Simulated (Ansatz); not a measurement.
Level of theory: frozen-core CCSD(T)/cc-pVTZ // r2SCAN-D4/def2-TZVP (Ansatz, a program for electronic structure).

Ansatz 0.2 input:
```yaml
crystal:
  periodic: [false, false, false]
  atoms:
    - { symbol: C, position_ang: [-0.817643, -0.003796, 0.001655] }
    - { symbol: Si, position_ang: [1.006226, 0.074808, -0.429961] }
    - { symbol: H, position_ang: [-1.320563, 0.930838, -0.254104] }
    - { symbol: H, position_ang: [-1.312146, -0.814527, -0.536918] }
    - { symbol: H, position_ang: [-0.953132, -0.178111, 1.073604] }
    - { symbol: H, position_ang: [1.693465, 1.195962, 0.269583] }
    - { symbol: H, position_ang: [1.703794, -1.205174, -0.123859] }
basis:
  gaussian: { orbitals: cc-pVTZ }
correlation:
  method: ccsd_t
magnetization:
  spin_polarized: true
  initial_magnetization: 1
```

Output:

```
Functional definition: HF
744 factors; integrals over basis functions are off by at most 1.1e-3 eV
mean field evaluation 1: about -8969.7204 eV, gradient 1.7e1 eV
mean field evaluation 2: about -8969.7237 eV, gradient 1.7e1 eV
mean field evaluation 4: about -8971.5595 eV, gradient 2.0e0 eV
mean field evaluation 8: about -8971.6134 eV, gradient 3.4e-4 eV
mean field evaluation 16: about -8971.6076 eV, gradient 1.2e-1 eV
mean field -8971.61344623 eV, -329.7007129709 hartree, gradient 2.3e-6 eV, S^2 0.754276; 0 other end points of the search recorded, 0 dependent functions left out
6 core orbitals not correlated
reference -8971.61344623 eV, -329.7007129709 hartree; 7, 6 occupied and 121, 122 virtual orbitals, 744 factors
second order -7.93816221 eV of doubles, -0.00000000 eV of singles
cycle   1  -8.60218156 eV  change   -6.6e-1 eV  update   6.4e-2
cycle   2  -8.87867072 eV  change   -2.8e-1 eV  update   2.2e-2
cycle   3  -8.90488201 eV  change   -2.6e-2 eV  update   7.5e-3
cycle   4  -8.90311245 eV  change    1.8e-3 eV  update   2.9e-3
cycle   5  -8.90273378 eV  change    3.8e-4 eV  update   9.3e-4
cycle   6  -8.90266377 eV  change    7.0e-5 eV  update   3.4e-4
cycle   7  -8.90274737 eV  change   -8.4e-5 eV  update   1.3e-4
cycle   8  -8.90277079 eV  change   -2.3e-5 eV  update   4.0e-5
cycle   9  -8.90276760 eV  change    3.2e-6 eV  update   1.4e-5
perturbative correction -0.30220751 eV, -0.0111059210 hartree
Total energy: -8980.81842134 eV, -330.0389895668 hartree
```

Cost: about 27 core-seconds (a rough figure).
